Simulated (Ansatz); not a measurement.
Reactions of `NCSCF`.

Gas-phase electronic energies from Ansatz, PBE0-D4/def2-TZVP geometries. CBS: MP2 limit from def2 TZ/QZ plus the TZ coupled-cluster correction, frozen cores. This one scheme is used for every species. Functionals use def2-TZVPP. For Ga, Se outer-core shells are correlated without core-valence functions, which leaves a few kJ/mol of doubt a bond. Scalar relativity is left out up to krypton. One conformer a species, not always the lowest.

```
                                            reaction  ωB97X-V (kJ/mol)  r2SCAN-D4 (kJ/mol)  MP2/CBS(def2) (kJ/mol)
              `NCSCF` + `C[SeH]` → `C[Se]CN` + `FCS`               -11                 -16                     -16
                    `NCSCF` + CH₃OH → `COCN` + `FCS`                -4                  -3                       9
                    `NCSCF` + CH₃SH → `CSCF` + `NCS`                -2                  -2                      -3
`NCSCF` + `C[NH][GaH2]` → `C[NH][GaH][CH2]F` + `NCS`                -1                   1                      -5
```

Task: Give the CCSD(T)/CBS values in the same order. (An estimate is asked.)

Result: The calculation gave: -14, 3, -2, -7 kJ/mol.

Largest T1 diagnostic: 0.015, for `C[NH][GaH2]`.
